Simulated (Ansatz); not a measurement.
`C[Se]B(Cl)Cl` and `OB(Cl)Cl` differ in one atom or group.

Ansatz, PBE0-D4/def2-TZVP geometries, multiplicity 1. Each molecule was computed in one conformer, which needn't be the lowest.

Scalar relativity is left out up to krypton.

```json
{"property": "LUMO energy (ωB97M-V/def2-TZVPP) / eV", "`C[Se]B(Cl)Cl`": "0.80"}
{"property": "LUMO energy (PBE/def2-TZVPP) / eV", "`C[Se]B(Cl)Cl`": "-2.09"}
{"property": "HOMO energy (PBE/def2-TZVPP) / eV", "`C[Se]B(Cl)Cl`": "-6.22"}
{"property": "HOMO–LUMO gap (PBE0/def2-TZVPP) / eV", "`C[Se]B(Cl)Cl`": "6.09"}
{"property": "HOMO–LUMO gap (B3LYP/def2-TZVPP) / eV", "`C[Se]B(Cl)Cl`": "5.70"}
{"property": "HOMO–LUMO gap (ωB97M-V/def2-TZVPP) / eV", "`C[Se]B(Cl)Cl`": "10.21"}
```

(1) Give the same properties after the change, and the shifts. (Best estimate.)

Answers

(1) Ansatz gave: 
```tsv
property	`OB(Cl)Cl`	shift
LUMO energy (ωB97M-V/def2-TZVPP) / eV	1.80	1.00
LUMO energy (PBE/def2-TZVPP) / eV	-1.37	0.72
HOMO energy (PBE/def2-TZVPP) / eV	-7.63	-1.41
HOMO–LUMO gap (PBE0/def2-TZVPP) / eV	8.71	2.62
HOMO–LUMO gap (B3LYP/def2-TZVPP) / eV	8.22	2.52
HOMO–LUMO gap (ωB97M-V/def2-TZVPP) / eV	13.15	2.94
```

With PBE0 the HOMO falls by 1.76 eV and the LUMO rises by 0.87 eV, so the gap widens by about 2.63 eV. PBE moves the HOMO by -1.41 eV and ωB97M-V by -1.94 eV. The zero-point energy changes by -60.6 kJ/mol with -9 modes.

B3LYP here is the variant with VWN-RPA as its local correlation; programs differ in this.
